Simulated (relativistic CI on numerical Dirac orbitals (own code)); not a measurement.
**Ta3+: N6,7 absorption edge**

Computed with this model: Dirac-Coulomb-Breit CI, KLI orbitals optimised for each configuration, QED by a radiative potential, valence Slater integrals scaled by 0.9, multiplet model of core-to-valence dipole absorption; configurations [Xe] 4f14 5d2 → [Xe] 4f13 5d3; 300 K; Lorentzian 0.3 eV and Gaussian 0.3 eV FWHM. Energies are those of the free ion, without screening or charge transfer. The branching ratio is the share of the lower-energy edge in the whole absorption, uncertain by about 0.02 where the edges overlap. S is read from ⟨S²⟩ = S(S + 1).

Field parameters in Wybourne normalisation: D4h B²₀ = −7Ds, B⁴₀ = 21(Dq − Dt), B⁴₄ = 21√(5/14) Dq. The field is a parameter set, without covalency.

free ion: ground-state S = 0.96, centroid 25.86 eV. Peaks (eV, height): 23.7 (14), 25.7 (100), 26.2 (79), 26.7 (92).

D4h, 10Dq = 30300, Ds = 2660, Dt = -400 cm⁻¹: ground-state S = 0.99, centroid 26.54 eV. Peaks (eV, height): 22.5 (37), 24.1 (44), 26.2 (59), 28.0 (100).

Strongest unbroadened transitions for D4h, 10Dq = 30300, Ds = 2660, Dt = -400 cm⁻¹:

```csv
Energy (eV),Relative strength
22.52,100.0
22.53,62.6
23.95,59.8
24.02,32.4
24.24,33.4
24.35,34.5
25.93,49.0
26.34,80.7
27.05,34.0
27.82,62.2
27.97,36.6
28.03,48.3
28.07,46.4
28.16,44.9
28.31,51.3
28.47,67.0
28.49,73.4
29.39,39.5
```
